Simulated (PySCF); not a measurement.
Bonds: Al1-N4, Al1-N12, N4-Al5, Al5-N8, N8-Al9, Al9-N12. Al1 carries H2, H3; N4 carries H13, H14; Al5 carries H6, H7; N8 carries H15, H16; Al9 carries H10, H11; N12 carries H17, H18.

Geometry: PBE0-D3(BJ)/def2-SVP; GIAO absolute shieldings from PySCF, gas phase, non-relativistic, averaged over equivalent atoms.

At B3LYP/pcSseg-1 (pcSseg-2 on Al) (240 basis functions, 41 s wall time on 1 thread of an Arm Neoverse V1, shared host):
| atoms | σ (ppm) |
| --- | --- |
| Al1/Al5/Al9 | 420.1 |
| H2/H3/H6/H7/H10/H11 | 27.18 |
| H13/H14/H15/H16/H17/H18 | 30.78 |
| N4/N8/N12 | 232.5 |

Estimate the result of repeating the calculation with PBE/pcSseg-1 (pcSseg-2 on Al).

Results:


```csv
atoms,σ at PBE/pcSseg-1 (pcSseg-2 on Al),change
Al1/Al5/Al9,411.3,-8.8
H2/H3/H6/H7/H10/H11,26.70,-0.48
H13/H14/H15/H16/H17/H18,30.58,-0.20
N4/N8/N12,232.0,-0.5
```

The largest change is at Al1/Al5/Al9 (aluminium bonded to 2 N, 2 H). Cost: 240 basis functions, 51 s wall time on 1 thread of an Arm Neoverse V1, shared host.
